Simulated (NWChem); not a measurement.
System: CHOS cation; SMILES O=C=[SH+]

Output (shortened):

```
             Northwest Computational Chemistry Package (NWChem) 7.3.0
             --------------------------------------------------------

                             Geometry "geometry" -> ""
                             -------------------------

 Output coordinates in angstroms (scale by  1.889725989 to convert to a.u.)

  No.       Tag          Charge          X              Y              Z
 ---- ---------------- ---------- -------------- -------------- --------------
    1 O                    8.0000     0.01209000    -1.71967700     0.00000000
    2 C                    6.0000    -0.00283400    -0.59947900     0.00000000
    3 S                   16.0000     0.07784500     1.04218700     0.00000000
    4 H                    1.0000    -1.28273700     1.11436300     0.00000000

 Effective nuclear repulsion energy (a.u.)      87.1557911434

                                 NWChem DFT Module
                                 -----------------

 Summary of "ao basis" -> "ao basis" (spherical)
 ------------------------------------------------------------------------------
       Tag                 Description            Shells   Functions and Types
 ---------------- ------------------------------  ------  ---------------------
 O                          6-311g**                 8       18   4s3p1d
 C                          6-311g**                 8       18   4s3p1d
 S                          6-311g**                12       26   6s5p1d
 H                          6-311g**                 4        6   3s1p

            General Information
            -------------------
          SCF calculation type: DFT
          Wavefunction type:  closed shell.
          No. of atoms     :     4
          No. of electrons :    30
           Alpha electrons :    15
            Beta electrons :    15
          Charge           :     1
          Spin multiplicity:     1
          Use of symmetry is: off; symmetry adaption is: off
          Maximum number of iterations: 150
          AO basis - number of functions:    68
                     number of shells:    32
          Convergence on energy requested:  1.00D-06
          Convergence on density requested:  1.00D-05
          Convergence on gradient requested:  5.00D-04

              XC Information
              --------------
                         B3LYP Method XC Potential
                     Hartree-Fock (Exact) Exchange  0.200
                        Slater Exchange Functional  0.800 local
                    Becke 1988 Exchange Functional  0.720 non-local
              Lee-Yang-Parr Correlation Functional  0.810
                  VWN I RPA Correlation Functional  0.190 local

             Grid Information
             ----------------
          Grid used for XC integration:  medium
          Radial quadrature: Mura-Knowles
          Angular quadrature: Lebedev.
          Tag              B.-S. Rad. Rad. Pts. Rad. Cut. Ang. Pts.
          ---              ---------- --------- --------- ---------
          O                   0.60       49           9.0       434
          C                   0.70       49           8.0       434
          S                   1.00       88           7.0       590
          H                   0.35       45           8.0       434
          Grid pruning is: on
          Number of quadrature shells:   231
          Spatial weights used:  Erf1

      Superposition of Atomic Density Guess
      -------------------------------------

 Sum of atomic energies:        -510.42335795

 Renormalizing density from      31.00 to     30

      Non-variational initial energy
      ------------------------------

 Total energy =    -500.945586
 1-e energy   =    -847.919295
 2-e energy   =     259.817918
 HOMO         =      -0.740767
 LUMO         =      -0.364120

   convergence    iter        energy       DeltaE   RMS-Dens  Diis-err
 ---------------- ----- ----------------- --------- --------- ---------
 d= 0,ls=0.0,diis     1   -511.6465807885 -5.99D+02  2.07D-02  3.62D+00
 d= 0,ls=0.0,diis     2   -511.1092108511  5.37D-01  1.64D-02  8.15D+00
 d= 0,ls=0.0,diis     3   -511.7306395638 -6.21D-01  6.28D-03  1.20D+00
 d= 0,ls=0.0,diis     4   -511.8305192898 -9.99D-02  2.81D-03  4.87D-02
 d= 0,ls=0.0,diis     5   -511.8349322741 -4.41D-03  1.09D-03  1.10D-02
  Resetting Diis
 d= 0,ls=0.0,diis     6   -511.8365917992 -1.66D-03  1.37D-04  2.01D-04
 d= 0,ls=0.0,diis     7   -511.8366197397 -2.79D-05  7.10D-05  1.28D-05
 d= 0,ls=0.0,diis     8   -511.8366139678  5.77D-06  4.32D-05  7.48D-05
 d= 0,ls=0.0,diis     9   -511.8366211870 -7.22D-06  8.39D-06  6.59D-07
 d= 0,ls=0.0,diis    10   -511.8366212661 -7.91D-08  2.03D-06  5.37D-08

         Total DFT energy =     -511.836621266101
      One electron energy =     -868.311000580184
           Coulomb energy =      309.061614238282
    Exchange-Corr. energy =      -39.743026067570
 Nuclear repulsion energy =       87.155791143371

 Numeric. integr. density =       29.999997530704

                       DFT Final Molecular Orbital Analysis
                       ------------------------------------

 Vector   13  Occ=2.000000D+00  E=-7.667838D-01
              MO Center=  8.9D-03, -1.2D+00,  4.9D-08, r^2= 1.1D+00
   Bfn.  Coefficient  Atom+Function         Bfn.  Coefficient  Atom+Function
  ----- ------------  ---------------      ----- ------------  ---------------
     9      0.350887  1 O  pz                27      0.279676  2 C  pz
     5      0.235177  1 O  pz                13      0.233440  1 O  pz
    23      0.179622  2 C  pz                31      0.148909  2 C  pz
    54      0.115141  3 S  pz                51      0.059629  3 S  pz
    48     -0.042234  3 S  pz                33     -0.032050  2 C  d -1

 Vector   14  Occ=2.000000D+00  E=-6.833181D-01
              MO Center=  4.1D-02,  5.8D-01,  9.6D-09, r^2= 2.4D+00
   Bfn.  Coefficient  Atom+Function         Bfn.  Coefficient  Atom+Function
  ----- ------------  ---------------      ----- ------------  ---------------
    52      0.371416  3 S  px                42      0.341614  3 S  s
    41      0.290976  3 S  s                 64     -0.230706  4 H  s
    49      0.208127  3 S  px                 7     -0.194134  1 O  px
    11     -0.168237  1 O  px                40     -0.151653  3 S  s
    46     -0.141909  3 S  px                 3     -0.135554  1 O  px

 Vector   15  Occ=2.000000D+00  E=-5.847139D-01
              MO Center=  4.6D-02,  5.3D-01, -1.1D-08, r^2= 2.1D+00
   Bfn.  Coefficient  Atom+Function         Bfn.  Coefficient  Atom+Function
  ----- ------------  ---------------      ----- ------------  ---------------
    54      0.575800  3 S  pz                51      0.271805  3 S  pz
    13     -0.195105  1 O  pz                48     -0.186904  3 S  pz
     9     -0.182722  1 O  pz                57      0.162604  3 S  pz
     5     -0.131684  1 O  pz                45     -0.098891  3 S  pz
    31      0.081507  2 C  pz                27      0.074454  2 C  pz

 Vector   16  Occ=0.000000D+00  E=-3.424134D-01
              MO Center= -1.5D-01, -4.2D-01, -4.3D-10, r^2= 2.2D+00
   Bfn.  Coefficient  Atom+Function         Bfn.  Coefficient  Atom+Function
  ----- ------------  ---------------      ----- ------------  ---------------
    29      0.460527  2 C  px                11     -0.390484  1 O  px
    25      0.381431  2 C  px                64      0.270846  4 H  s
     7     -0.264449  1 O  px                65      0.257020  4 H  s
    21      0.221624  2 C  px                28     -0.206877  2 C  s
     3     -0.193796  1 O  px                53     -0.183002  3 S  py

 Vector   17  Occ=0.000000D+00  E=-3.034022D-01
              MO Center=  1.4D-02, -4.2D-01, -4.3D-09, r^2= 2.1D+00
   Bfn.  Coefficient  Atom+Function         Bfn.  Coefficient  Atom+Function
  ----- ------------  ---------------      ----- ------------  ---------------
    31      0.546035  2 C  pz                27      0.421997  2 C  pz
    13     -0.404157  1 O  pz                54     -0.323207  3 S  pz
     9     -0.260944  1 O  pz                23      0.248430  2 C  pz
    57     -0.248815  3 S  pz                 5     -0.191435  1 O  pz
    51     -0.131115  3 S  pz                59     -0.106843  3 S  d -1

[...]

                                NWChem TDDFT Module
                                -------------------

            General Information
            -------------------
           No. of orbitals :     136
            Alpha orbitals :      68
             Beta orbitals :      68
        Alpha frozen cores :       0
         Beta frozen cores :       0
     Alpha frozen virtuals :       0
      Beta frozen virtuals :       0
         Spin multiplicity :       1
    Number of AO functions :      68
        Use of symmetry is : off
      Symmetry adaption is : off
         Schwarz screening :  0.10D-07

              XC Information
              --------------
                  B3LYP Method XC Potential
              Hartree-Fock (Exact) Exchange   0.20
                 Slater Exchange Functional   0.80 local
             Becke 1988 Exchange Functional   0.72 non-local
       Lee-Yang-Parr Correlation Functional   0.81
           VWN I RPA Correlation Functional   0.19 local

             TDDFT Information
             -----------------
          Calculation type : Tamm-Dancoff TDDFT
         Wavefunction type : Restricted singlets
          No. of electrons :      30
           Alpha electrons :      15
            Beta electrons :      15
              No. of roots :       6
          Max subspacesize :    5200
            Max iterations :     100
               Target root :       1
           Target symmetry : none
             Energy Cutoff :-0.90D+01
      Symmetry restriction : off
                 Algorithm : Optimal
        Davidson threshold :  0.10D-03

    6 smallest eigenvalue differences (eV)
--------------------------------------------------------
  No. Spin  Occ  Vir  Irrep   E(Occ)    E(Vir)   E(Diff)
--------------------------------------------------------
    1    1    3   16 a       -10.626    -0.342   279.841
    2    1    3   17 a       -10.626    -0.303   280.903
    3    1    3   18 a       -10.626    -0.256   282.193
    4    1    3   19 a       -10.626    -0.235   282.764
    5    1    3   20 a       -10.626    -0.100   286.449
    6    1    3   21 a       -10.626    -0.062   287.465
--------------------------------------------------------

  Entering Davidson iterations
  Restricted singlet excited states

  Iter   NTrls   NConv    DeltaV     DeltaE      Time
  ----  ------  ------  ---------  ---------  ---------
    1      6       0     0.11E+00   0.10+100        2.8
    2     12       0     0.79E-02   0.21E-02        2.8
    3     18       1     0.53E-03   0.80E-05        2.8
    4     23       6     0.47E-04   0.22E-07        2.7
  ----  ------  ------  ---------  ---------  ---------
  Convergence criterion met

  Ground state a        -511.836621266101 a.u.

  ----------------------------------------------------------------------------
  Root   1 singlet a             10.179937705 a.u.              277.0103 eV
  ----------------------------------------------------------------------------
     Transition Moments    X -0.09367   Y  0.00525   Z -0.00000
     Dipole Oscillator Strength                    0.0597320197
     Electric Quadrupole                           0.0000596877
     Magnetic Dipole                               0.0001001932
     Total Oscillator Strength                     0.0598919006

     Occ.    3  a   ---  Virt.   16  a        0.98765
     Occ.    3  a   ---  Virt.   18  a        0.13515
     Occ.    3  a   ---  Virt.   19  a       -0.05396
     Occ.    3  a   ---  Virt.   25  a       -0.05476
  ----------------------------------------------------------------------------
  Root   2 singlet a             10.217986213 a.u.              278.0457 eV
  ----------------------------------------------------------------------------
     Transition Moments    X  0.00000   Y -0.00000   Z -0.09795
     Dipole Oscillator Strength                    0.0653591932
     Electric Quadrupole                           0.0000674727
     Magnetic Dipole                               0.0001108485
     Total Oscillator Strength                     0.0655375144

     Occ.    3  a   ---  Virt.   17  a        0.99806
     Occ.    3  a   ---  Virt.   26  a       -0.05939
  ----------------------------------------------------------------------------
  Root   3 singlet a             10.305199754 a.u.              280.4189 eV
  ----------------------------------------------------------------------------
     Transition Moments    X  0.02163   Y  0.03808   Z -0.00000
     Dipole Oscillator Strength                    0.0131783652
     Electric Quadrupole                           0.0000232512
     Magnetic Dipole                               0.0000054669
     Total Oscillator Strength                     0.0132070833

     Occ.    3  a   ---  Virt.   16  a        0.11576
     Occ.    3  a   ---  Virt.   18  a       -0.94851
     Occ.    3  a   ---  Virt.   19  a       -0.28368
     Occ.    3  a   ---  Virt.   20  a       -0.07070
  ----------------------------------------------------------------------------
  Root   4 singlet a             10.331953206 a.u.              281.1469 eV
  ----------------------------------------------------------------------------
     Transition Moments    X  0.01633   Y  0.00005   Z -0.00000
     Dipole Oscillator Strength                    0.0018374920
     Electric Quadrupole                           0.0000022211
     Magnetic Dipole                               0.0000031904
     Total Oscillator Strength                     0.0018429035

     Occ.    3  a   ---  Virt.   16  a        0.09066
     Occ.    3  a   ---  Virt.   18  a       -0.27940
     Occ.    3  a   ---  Virt.   19  a        0.95208
     Occ.    3  a   ---  Virt.   20  a        0.07139
  ----------------------------------------------------------------------------
  Root   5 singlet a             10.472878242 a.u.              284.9816 eV
  ----------------------------------------------------------------------------
     Transition Moments    X  0.00396   Y -0.02283   Z  0.00000
     Dipole Oscillator Strength                    0.0037481674
     Electric Quadrupole                           0.0000056323
     Magnetic Dipole                               0.0000001850
     Total Oscillator Strength                     0.0037539846

     Occ.    3  a   ---  Virt.   19  a        0.08794
     Occ.    3  a   ---  Virt.   20  a       -0.99114
     Occ.    3  a   ---  Virt.   23  a       -0.05656
  ----------------------------------------------------------------------------
  Root   6 singlet a             10.522649103 a.u.              286.3360 eV
  ----------------------------------------------------------------------------
     Transition Moments    X -0.01305   Y  0.00570   Z -0.00000
     Dipole Oscillator Strength                    0.0014220241
     Electric Quadrupole                           0.0000015906
     Magnetic Dipole                               0.0000021283
     Total Oscillator Strength                     0.0014257430

     Occ.    3  a   ---  Virt.   21  a       -0.99852

              Target root =      1
          Target symmetry = none
      Ground state energy =   -511.836621266101
        Excitation energy =     10.179937704804
     Excited state energy =   -501.656683561297

  stored tddft:energy   -501.65668356129669
```

Level: B3LYP/6-311G** (spherical d), restricted-window TDA. Geometry: optimised at PBE0-D3(BJ)/def2-TZVP. The quadrupole and magnetic terms of the printed total strengths depend on the origin.

Q: Write an input that gives this output.

A: Several could match; the one computed here: the input that was run:
```
start job
memory heap 200 mb stack 900 mb global 1100 mb
charge 1
geometry units angstroms noautosym nocenter noautoz
  O      0.012090    -1.719677     0.000000
  C     -0.002834    -0.599479     0.000000
  S      0.077845     1.042187     0.000000
  H     -1.282737     1.114363     0.000000
end
basis spherical
  O library 6-311g**
  C library 6-311g**
  S library 6-311g**
  H library 6-311g**
end
dft
  xc b3lyp
  iterations 150
end
tddft
  cis
  ecut -9.0
  nroots 6
  notriplet
end
task tddft energy
```
